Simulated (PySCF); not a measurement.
Computed shifts of a molecule CH8FN3Si, KT2/pcSseg-1 (PySCF), GIAO, gas phase, atoms alike by connectivity averaged where their shifts nearly agree, in ppm (number of nuclei): ¹⁵N: 29.3 (1), 27.6 (1), 25.9 (1). ²⁹Si: -29.4 (1). ¹³C: 80.5 (1). ¹⁹F: -332.3 (1). ¹H: 4.60 (2), 1.45 (1), 0.71 (1), 0.65 (1), 0.63 (1), 0.50 (1), 0.17 (1). References: ¹⁵N against NH3 (σ = 266.2 ppm); ²⁹Si against TMS (σ = 361.9 ppm); ¹³C against TMS (σ = 185.1 ppm); ¹⁹F against CFCl3 (σ = 127.1 ppm); ¹H against TMS (σ = 31.47 ppm), references at their B3LYP-D3(BJ)/def2-TZVP geometries, non-relativistic. Coordinates come from a PBE0-D3(BJ)/def2-SVP optimisation. Other conformers were not sampled.

Problem. Identify the compound among the candidates.
A) CN[Si](N)(N)F
B) NC[Si](N)(N)F
C) N[Si](N)(N)CF

Solution. C, N[Si](N)(N)CF
